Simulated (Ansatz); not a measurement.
Ansatz (a quantum-chemistry and plane-wave program) input (PBE/def2-SVPD):

Ansatz 0.2 input:
```yaml
crystal:
  periodic: [false, false, false]
  atoms:
    - {symbol: N, position_ang: [0.00000000, 0.00000000, 0.00000000]}
basis:
  gaussian:
    orbitals: def2-SVPD
hamiltonian:
  xc: {name: PBE}
magnetization: {spin_polarized: true, initial_magnetization: 3}
scf: {lower_state_search: full}
```

Output:

```
Functional definition: PBE
integrals: 0.00 GiB planned
164 factors; their error is unknown
mean field: 0.05 GiB planned
mean field evaluation 1: about -1481.9482 eV, gradient 6.3e0 eV
mean field evaluation 2: about -1482.0301 eV, gradient 4.9e0 eV
mean field evaluation 4: about -1482.1513 eV, gradient 4.1e-3 eV
mean field evaluation 8: about -1482.1429 eV, gradient 3.9e-5 eV
mean field evaluation 16: about -1482.1497 eV, gradient 5.3e-1 eV
mean field evaluation 32: about -1482.1429 eV, gradient 1.7e-4 eV
mean field -1482.14292572 eV, -54.4677478875 hartree, gradient 3.9e-5 eV, S^2 3.752861; 2 other end points of the search recorded, 0 dependent functions left out
reference -1482.14294172 eV, -54.4677484758 hartree; 5, 2 occupied and 15, 18 virtual orbitals, 164 factors
Total energy: -1482.14294172 eV, -54.4677484758 hartree
```
